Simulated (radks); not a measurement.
The numbers below are computed, except where a source is named.
Problem. Species: Cu16+. Configuration: [He] 2s2 2p5 3s2 3p2 (not the ground configuration). Level of theory: scalar-relativistic Kohn-Sham, OLYP, spin-unpolarised, spherical densities, point nucleus (a radial shooting solver on a logarithmic mesh with Libxc functionals). Some entries of the table are withheld. Estimate them.

| orbital | occ. | eigenvalue (eV) | r(max) (bohr) |
|---|---|---|---|
| 1s | 2 | -9521.897 | 0.03411 |
| 2s | 2 | -1677.192 | 0.1942 |
| 2p | 5 | -1542.641 | 0.1557 |
| 3s | 2 | -591.1428 | (1) |
| 3p | 2 | (2) | (3) |
| 3d | 0 | (4) | (5) |
| 4s | 0 | -298.4724 | 1.149 |
| 4p | 0 | -281.5306 | 1.162 |
| 4f | 0 | (6) | 0.9093 |

Solution. 
(1) 3s r(max) (bohr): 0.5479
(2) 3p eigenvalue (eV): -547.9720
(3) 3p r(max) (bohr): 0.5330
(4) 3d eigenvalue (eV): -486.4562
(5) 3d r(max) (bohr): 0.4412
(6) 4f eigenvalue (eV): -240.9472
